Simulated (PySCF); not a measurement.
Run record: geometry optimisation, `O=C1CC=C(F)[SiH2]1`.

Method: PBE0-D3(BJ)/def2-SVP geometry optimisation, gas phase (PySCF 2.14.0). Start geometry: GFN2-xTB. A driver script takes a list of jobs; this job's settings line and coordinates (Å) are shown.

Command:
```bash
OMP_NUM_THREADS=1 python probes_run.py task.json out
```

Input:
```
{"job": {"xc": "PBE0", "basis": "def2-SVP", "d3": "d3bj", "grid": 1, "shake": 0.01, "kind": "geom"}, "charge": 0, "multiplicity": 1}
O     -2.431400     0.517060    -0.271050
C     -1.282920     0.300570    -0.147340
C     -0.754950    -1.114530    -0.022540
C      0.784140    -1.080020     0.126050
C      1.342870     0.100500     0.113460
F      2.684040     0.218880     0.247280
Si     0.186900     1.576140    -0.069420
H     -1.189700    -1.589930     0.843130
H     -1.037410    -1.686730    -0.872630
H      1.284230    -2.017390     0.242060
H      0.099840     2.436020     1.115900
H      0.354050     2.311170    -1.313950
```

Problem. Estimate the output.

Solution. 
```
step   0  E = -619.13090565  max force = 0.060341
step   1  E = -619.13917926  max force = 0.010828
step   2  E = -619.13936909  max force = 0.003752
step   3  E = -619.13940417  max force = 0.002751
step   4  E = -619.13943197  max force = 0.000339
step   5  E = -619.13943174  max force = 0.000436
optimisation converged
```

Energies in Eh; «max force» is the largest Cartesian gradient component in Eh/bohr.

Problem. Give the first gradient maximum in eV/Å.

Solution. With 1 Eh/bohr = 51.422 eV/Å, 3.103 eV/Å.

In short: final energy -619.13943 Eh after 5 steps; dipole 1.28 D.

Problem. Where do the atoms end?

Solution. 0.035 Å rms from the input after alignment:
```
atom  x, y, z in Å
O1    -2.8445    0.0827   -0.2733
C2    -1.6652   -0.1125   -0.1386
C3    -1.0648   -1.5123    0.0138
C4     0.4234   -1.4169    0.1655
C5     1.0073   -0.2085    0.1497
F6     2.3281   -0.0718    0.2844
Si7   -0.2190    1.1932   -0.0730
H8    -1.5434   -2.0036    0.8808
H9    -1.3592   -2.1146   -0.8653
H10    1.0258   -2.3237    0.2890
H11   -0.3135    2.1261    1.0859
H12   -0.0586    1.9653   -1.3382
```

Problem. Estimate the wall time. Hardware: an Arm Neoverse V1 with one thread, no GPU, shared host. And the peak memory of the process?

Solution. About 43 s, with 0.53 GiB resident at the peak, the Python interpreter and its libraries included.
Labels such as C1 count atoms from 1, the log's own numbers from 0.
